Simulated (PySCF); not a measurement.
**Cost of excited-state runs on `C=CCN(CC)N=C`, C$_{6}$H$_{12}$N$_{2}$**

Molfile (atoms numbered from 1):
```
C6H12N2
     RDKit          3D

 20 19  0  0  0  0  0  0  0  0999 V2000
    3.2985   -0.9019   -0.0465 C   0  0  0  0  0  0  0  0  0  0  0  0
    2.4381    0.1235   -0.1849 C   0  0  0  0  0  0  0  0  0  0  0  0
    1.1156    0.0491   -0.9083 C   0  0  0  0  0  0  0  0  0  0  0  0
   -0.0180    0.3866   -0.0538 N   0  0  0  0  0  0  0  0  0  0  0  0
   -0.4164   -0.5337    1.0034 C   0  0  0  0  0  0  0  0  0  0  0  0
   -1.5567   -1.4836    0.6081 C   0  0  0  0  0  0  0  0  0  0  0  0
   -0.6636    1.5186   -0.3451 N   0  0  0  0  0  0  0  0  0  0  0  0
   -1.7091    1.9217    0.3059 C   0  0  0  0  0  0  0  0  0  0  0  0
    3.0828   -1.8962   -0.4830 H   0  0  0  0  0  0  0  0  0  0  0  0
    4.2555   -0.7887    0.4931 H   0  0  0  0  0  0  0  0  0  0  0  0
    2.6743    1.1080    0.2637 H   0  0  0  0  0  0  0  0  0  0  0  0
    1.0836    0.7893   -1.7364 H   0  0  0  0  0  0  0  0  0  0  0  0
    0.9821   -0.9666   -1.3550 H   0  0  0  0  0  0  0  0  0  0  0  0
    0.4882   -1.1134    1.2907 H   0  0  0  0  0  0  0  0  0  0  0  0
   -0.7003    0.0617    1.9033 H   0  0  0  0  0  0  0  0  0  0  0  0
   -1.2632   -2.1181   -0.2571 H   0  0  0  0  0  0  0  0  0  0  0  0
   -1.8141   -2.1570    1.4555 H   0  0  0  0  0  0  0  0  0  0  0  0
   -2.4732   -0.9238    0.3224 H   0  0  0  0  0  0  0  0  0  0  0  0
   -2.1431    2.8875   -0.0071 H   0  0  0  0  0  0  0  0  0  0  0  0
   -2.1929    1.3820    1.1488 H   0  0  0  0  0  0  0  0  0  0  0  0
  1  2  2  0
  2  3  1  0
  3  4  1  0
  4  5  1  0
  5  6  1  0
  4  7  1  0
  7  8  2  0
  1  9  1  0
  1 10  1  0
  2 11  1  0
  3 12  1  0
  3 13  1  0
  5 14  1  0
  5 15  1  0
  6 16  1  0
  6 17  1  0
  6 18  1  0
  8 19  1  0
  8 20  1  0
M  END
```

PySCF with density fitting, on 1 thread of an Arm Neoverse V1, shared host. Command: `OMP_NUM_THREADS=1 python excited_run.py task.json out`

Q: How long does this run take, and how much memory?
- excited-state relaxation, PBE/def2-SV(P); state S1; TDDFT; grid level 1

A: 
```tsv
run	level	basis functions	wall time	peak memory (GiB)
excited-state relaxation	PBE/def2-SV(P)	136	9.2 min	0.68
```
Times from a shared host are rough.
